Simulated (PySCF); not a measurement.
Compound: C6H10N2Si.
Atom-mapped SMILES: `[CH2:1]=[CH:2][CH2:3][c:4]1[cH:5][n:6][cH:7][n:8]1[SiH3:9]`

Geometry (PBE0-D3(BJ)/def2-SVP, Å), atoms numbered from 1 in this order:
```
atom  x, y, z in Å
C1     1.5000   -1.9242    0.4866
C2     1.3009   -0.6083    0.3953
C3     0.6260    0.0830   -0.7538
C4    -0.5231    0.9391   -0.3351
C5    -0.7372    2.2897   -0.4685
N6    -1.9438    2.6503    0.0671
C7    -2.4587    1.5430    0.5227
N8    -1.6491    0.4481    0.3149
Si9   -2.0287   -1.2062    0.8556
H10    1.1760   -2.6061   -0.3066
H11    1.9975   -2.3676    1.3527
H12    1.6320    0.0460    1.2110
H13    1.3488    0.7449   -1.2589
H14    0.3116   -0.6639   -1.5043
H15   -0.0727    3.0168   -0.9357
H16   -3.4284    1.4500    1.0146
H17   -3.5023   -1.1943    1.0732
H18   -1.3316   -1.5446    2.1250
H19   -1.6630   -2.1671   -0.2189
```

Definitions: NICS(0) = −σiso at the ring centroid; NICS(1) = −σiso and NICS(1)zz = −σzz at ±1 Å along the ring normal z. Level: GIAO KT3/pcSseg-1 (PySCF, non-relativistic, gas phase) on the PBE0-D3(BJ)/def2-SVP geometry, one conformer.

Ring bond lengths (Å): C4–C5 1.374, C5–N6 1.369, N6–C7 1.303, C7–N8 1.378, N8–C4 1.390.

Question: What do the NICS probes read (ppm)?

Answer: 
```
          ring                                                 type  NICS(0)  NICS(1), two faces  NICS(1)zz, two faces  rms pucker (Å)  centre to ring atoms, mean (Å)
C4–C5–N6–C7–N8  5-membered ring with 2 N; formal bonds all aromatic    -12.4       -10.6 / -10.7         -28.2 / -28.5            0.00                            1.16
```

Question: What do they say, and how far can they be read as aromaticity?

Answer: 
- C4–C5–N6–C7–N8: mean NICS(1)zz -28.3 ppm, shielded. For a flat ring without four-coordinate atoms the NICS criterion counts such a value as aromatic.

Question: What does the geometric index give? HOMA = 1 − mean of α(R − Ropt)² over the ring bonds, with Krygowski's 1993 parameters (CC: Ropt 1.388 Å, α 257.7 Å⁻²; CN: Ropt 1.334 Å, α 93.52 Å⁻²).

Answer: 
- C4–C5–N6–C7–N8: HOMA 0.86; the largest term is that of N8–C4, α(R − Ropt)² = 0.29. The geometric and the magnetic index point the same way.

Question: What is the mean of the two in-plane components of NICS at the second NICS(1) probe listed for ring C4–C5–N6–C7–N8, 1 Å off the ring?

Answer: The isotropic value is a third of the trace: (3 × -10.7 − (-28.5))/2 = -1.8 ppm.

Question: Give the inner angles of the rings.

Answer: 
- C4–C5–N6–C7–N8: C4 105.5°, C5 111.0°, N6 105.1°, C7 113.0°, N8 105.4°; sum 540.0° against 540° for a flat convex ring.

Question: How shielded are the nuclei of the rings and their hydrogens (means over atoms taken as equivalent)?

Answer: 
```csv
atoms,environment,σ isotropic (ppm)
C4,substituted aromatic carbon,56.9
C5,aromatic CH next to a ring nitrogen,57.3
N6,pyridine-type nitrogen,-26.0
C7,aromatic CH next to a ring nitrogen,48.8
N8,pyrrole-type nitrogen,91.5
H15,aromatic hydrogen,24.47
H16,aromatic hydrogen,24.22
```

Question: How do the values depend on the level or the medium?

Answer: 
```
             level  NICS(0), C4–C5–N6–C7–N8  mean NICS(1)zz, C4–C5–N6–C7–N8
 KT3/pcSseg-1, gas                    -12.4                           -28.3
PBE0/pcSseg-1, gas                    -11.8                           -28.7
```

The geometry is the same throughout.
